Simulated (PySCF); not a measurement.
This PySCF input asks for the NMR shieldings of SMILES CSc1ccc(C(=O)Cl)o1, C6H5ClO2S; the geometry comes from GFN2-xTB.

```python
import basis_set_exchange as bse
import numpy as np
from pyscf import gto, dft
from pyscf.prop import nmr

atoms = """
C    -2.670323    0.748576   -0.006587
S    -2.238860   -1.012878   -0.100874
C    -0.512484   -0.890839   -0.062616
C     0.443041   -1.888737   -0.101061
C     1.674763   -1.232822   -0.041633
C     1.401291    0.123160    0.030033
C     2.301735    1.231859    0.110607
O     3.494415    1.210046    0.132437
Cl    1.434691    2.785043    0.182066
O     0.052714    0.313510    0.015770
H    -2.254676    1.268311   -0.863885
H    -2.283224    1.166042    0.917429
H    -3.753776    0.797235   -0.021540
H     0.254882   -2.939775   -0.163769
H     2.651395   -1.670741   -0.048289
"""
names = dict.fromkeys(["C", "S", "O", "Cl", "H"], "pcSseg-1")
basis = {el: gto.basis.parse(bse.get_basis(n, elements=[el], fmt="nwchem")) for el, n in names.items()}
mol = gto.M(atom=atoms, basis=basis, charge=0, verbose=0)
mf = dft.RKS(mol, xc="PBE0")
mf.grids.level = 2
mf.grids.alignment = dft.numint.BLKSIZE   # the property module wants whole blocks of grid points
mf.conv_tol = 1e-9
mf.kernel()

calc = nmr.RKS(mf)   # GIAO
C = mf.mo_coeff
Co = C[:, mf.mo_occ > 0]
resp = mf.gen_response(singlet=True, hermi=2)
def vind(x):   # induced exchange potential for any number of trial vectors
    d = np.einsum("pi,xij,qj->xpq", C, 2 * x.reshape(-1, C.shape[1], Co.shape[1]), Co, optimize=True)
    return np.einsum("xpq,pi,qj->xij", resp(d - d.transpose(0, 2, 1)), C, Co, optimize=True).ravel()
mo1, _ = nmr.rhf.solve_mo1(calc, with_cphf=vind)
sigma = calc.kernel(mo1)
for i, s in enumerate(sigma):   # ppm
    w = np.linalg.eigvalsh((s + s.T) / 2)
    print("%2d %-2s iso %8.1f  s11 %8.1f  s22 %8.1f  s33 %8.1f" % (i, mol.atom_pure_symbol(i), w.mean(), *w))
```

Task: What does it print?

Result: 
```
 0 C  iso    168.4  s11    157.5  s22    164.3  s33    183.5
 1 S  iso    482.4  s11    248.7  s22    456.8  s33    741.9
 2 C  iso     19.1  s11    -55.5  s22     22.0  s33     90.8
 3 C  iso     71.9  s11     -3.8  s22     66.6  s33    152.9
 4 C  iso     53.9  s11    -31.5  s22     30.4  s33    162.9
 5 C  iso     36.7  s11    -19.3  s22     38.5  s33     90.9
 6 C  iso     26.4  s11    -66.5  s22     55.1  s33     90.5
 7 O  iso   -177.1  s11   -531.5  s22   -256.7  s33    257.0
 8 Cl iso    533.8  s11    182.3  s22    464.6  s33    954.5
 9 O  iso     26.0  s11    -95.6  s22    -43.4  s33    217.0
10 H  iso     28.7  s11     24.1  s22     26.7  s33     35.3
11 H  iso     28.7  s11     24.1  s22     26.7  s33     35.3
12 H  iso     29.5  s11     24.3  s22     26.5  s33     37.7
13 H  iso     25.1  s11     21.9  s22     25.6  s33     27.9
14 H  iso     24.0  s11     21.5  s22     24.6  s33     25.8
```

These numbers come from an equivalent density-fitted implementation of the same equations, which agrees with the script to about 0.01 ppm for H and up to a few tenths of a ppm for heavy atoms, so last digits may differ.

Task: Turn these shieldings into chemical shifts. Referencing at the same level of theory: ¹³C (186.93 ppm) and ¹H (31.72 ppm) vs TMS; ³³S (503.73 ppm) vs CS2; ¹⁷O (336.08 ppm) against H2O; ³⁵Cl (949.78 ppm) vs HCl.

Result: Averaging equivalent atoms: C 2: 167.9; C 6: 160.5; C 5: 150.2; C 4: 133.0; C 3: 115.0; C 0: 18.5; S 1: 21; O 7: 513.2; O 9: 310.1; Cl 8: 416; H 14: 7.74; H 13: 6.58; H 10/11/12: 2.74 ppm. Unscaled 17O shifts of doubly bonded oxygen tend to come out too high, by tens of ppm or more. Experimental scales use liquid or dissolved standards, which lie at an offset from isolated H2O (liquid H2O: subtract about 36 ppm).

Size and cost of the density-fitted run: 209 basis functions, 34 s wall time on 1 thread of an Arm Neoverse V2, shared host; peak memory 0.96 GiB.
